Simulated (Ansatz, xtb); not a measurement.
## Two isomers of C4H5BF2S

Structure I: `FB(F)[C@@H]1CC=CS1`, a singlet. Structure II: `CC(=S)/C=C/B(F)F`, a singlet. Both are isolated molecules in the gas phase, relaxed with B3LYP-D3(BJ)/def2-SVP, each in the lowest conformer that the search found.

I (Å):

```xyz
13

C     0.9094    1.4282   -0.7235
C    -0.0720    1.7768   -1.8600
C    -0.7907    0.5041   -2.2401
C    -0.2042   -0.6269   -1.8338
B     0.3222    1.4265    0.7270
F     1.1087    1.4899    1.7923
F    -0.9824    1.3570    0.9476
S     1.2769   -0.4164   -0.8795
H     1.8674    1.9601   -0.7919
H    -0.7739    2.5633   -1.5366
H     0.4659    2.1763   -2.7406
H    -1.6948    0.5145   -2.8530
H    -0.5368   -1.6432   -2.0517
```

II (Å):

```yaml
atoms:
  - { symbol: C, position_ang: [-1.4522, -0.6136, -1.9930] }
  - { symbol: C, position_ang: [-2.3877, -0.3192, -0.8516] }
  - { symbol: C, position_ang: [-1.8449, -0.2899, 0.5124] }
  - { symbol: C, position_ang: [-0.5533, -0.5072, 0.8554] }
  - { symbol: B, position_ang: [-0.0846, -0.4530, 2.3313] }
  - { symbol: F, position_ang: [1.1802, -0.6671, 2.6598] }
  - { symbol: F, position_ang: [-0.9273, -0.1913, 3.3192] }
  - { symbol: S, position_ang: [-3.9883, -0.0329, -1.0852] }
  - { symbol: H, position_ang: [-1.9902, -0.5978, -2.9477] }
  - { symbol: H, position_ang: [-0.9806, -1.6022, -1.8609] }
  - { symbol: H, position_ang: [-0.6360, 0.1279, -2.0259] }
  - { symbol: H, position_ang: [-2.5819, -0.0699, 1.2910] }
  - { symbol: H, position_ang: [0.1835, -0.7273, 0.0765] }
```

Quicker runs give these differences E(II) − E(I): GFN2-xTB +12.8 kcal/mol; HF/STO-3G +40.6 kcal/mol (at GFN2-xTB geometries); r2SCAN-D4/def2-SVP +6.4 kcal/mol (at GFN2-xTB geometries).

Task: Estimate E(II) − E(I) at the level CCSD(T)/def2-SVP + ΔMP2/def2-TZVPP.

Result: Calculated at CCSD(T)/def2-SVP + ΔMP2/def2-TZVPP: E(II) − E(I) = +7.3 kcal/mol, so structure I lies lower.

Level by level:

```
                             level               geometry  E(II) − E(I) (kcal/mol)  departure from the last row (kcal/mol)  job, with rough time for the two
                          GFN2-xTB               GFN2-xTB                     +12.8                                    +5.5              optimisation, 0.16 s
                         HF/STO-3G               GFN2-xTB                     +40.6                                   +33.3              single point, 0.36 s
                r2SCAN-D4/def2-SVP               GFN2-xTB                      +6.4                                    −0.9               single point, 3.7 s
             B3LYP-D3(BJ)/def2-SVP  B3LYP-D3(BJ)/def2-SVP                      +4.6                                    −2.7                optimisation, 45 s
                       HF/def2-SVP  B3LYP-D3(BJ)/def2-SVP                      +2.8                                    −4.5           part of the CCSD(T) run
                      MP2/def2-SVP  B3LYP-D3(BJ)/def2-SVP                      +6.0                                    −1.3           part of the CCSD(T) run
                  CCSD(T)/def2-SVP  B3LYP-D3(BJ)/def2-SVP                      +4.6                                    −2.7                      single point
CCSD(T)/def2-SVP + ΔMP2/def2-TZVPP  B3LYP-D3(BJ)/def2-SVP                      +7.3                                                        single point, 88 s
```

As drawn, II has 1 C=S in place of 2 C–S. Structure I has a 5-membered ring, II no ring.

The levels shown agree on the order. The largest departure from CCSD(T)/def2-SVP + ΔMP2/def2-TZVPP is that of HF/STO-3G, 33.3 kcal/mol. The last row adds to CCSD(T) the change of the MP2 difference between the two basis sets, here +2.7 kcal/mol.

With thermal terms from frequencies at re-optimised GFN2-xTB minima (ideal gas, soft modes damped towards free rotors, one conformer each, 298.15 K, 1 atm): the zero-point term adds −0.9 kcal/mol; ΔH is +7.1 and ΔG +5.4 kcal/mol.

The correlated steps freeze 12 core orbitals. Mirror images aren't counted in ΔG. Run with Ansatz 0.2.0, xtb 6.7.1; the last row on 4 threads of Arm Neoverse V2 on a shared host.
